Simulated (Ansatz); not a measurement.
Born–Oppenheimer molecular dynamics of CH5F2NTi (10 atoms, charge 0, multiplicity 1). It starts at the highest image of a converged band, a first-order saddle point between two minima.

The calculation used RKS BLYP-D4/def2-SVP in Ansatz 0.2.0.

```
ensemble                      : NVE (velocity Verlet)
time step                     : 0.5 fs
steps asked                   : 200
starting velocities drawn for : 100 K
seed                          : 11746
```

First frame:

```xyz
10
Properties=species:S:1:pos:R:3
Ti -0.707 0.303 0.784
C 1.231 -0.174 -0.249
N -1.525 -0.074 -0.700
H -0.127 -0.225 -0.803
F -0.760 2.028 1.244
F -0.995 -0.847 2.119
H 1.579 -0.936 0.479
H 1.725 0.798 -0.043
H 1.550 -0.504 -1.257
H -1.970 -0.368 -1.576
```

(1) How far do the bonds stretch over the last three quarters of this one trajectory? (Pairs bonded in most of those frames.)

Results:

(1) 
| bond | mean (Å) | spread (Å) | shortest | longest |
| --- | --- | --- | --- | --- |
| Ti1–C2 | 2.109 | 0.075 | 2.00 | 2.22 |
| Ti1–N3 | 1.925 | 0.062 | 1.81 | 2.01 |
| Ti1–F5 | 1.764 | 0.021 | 1.73 | 1.80 |
| Ti1–F6 | 1.769 | 0.011 | 1.75 | 1.78 |
| C2–H7 | 1.114 | 0.005 | 1.10 | 1.12 |
| C2–H8 | 1.116 | 0.011 | 1.10 | 1.14 |
| C2–H9 | 1.117 | 0.010 | 1.10 | 1.14 |
| N3–H4 | 1.043 | 0.052 | 0.96 | 1.12 |
| N3–H10 | 1.037 | 0.020 | 1.00 | 1.08 |

Mean temperature of the second half: 696 K. The conserved energy stayed within 0.22 meV per atom of its start (net change -0.15 meV per atom), so the integration is sound. The system heated up, since it started high on the potential surface and ran downhill. A run of 0.1 ps of so small a system gives no equilibrium averages. The orbitals stay closed-shell, which can raise the energy where a bond breaks towards radicals; this wasn't checked here.

The run took 7.1 min on 2 threads of Intel(R) Xeon(R) 6975P-C (Granite Rapids) (shared host), peak memory 0.18 GiB.
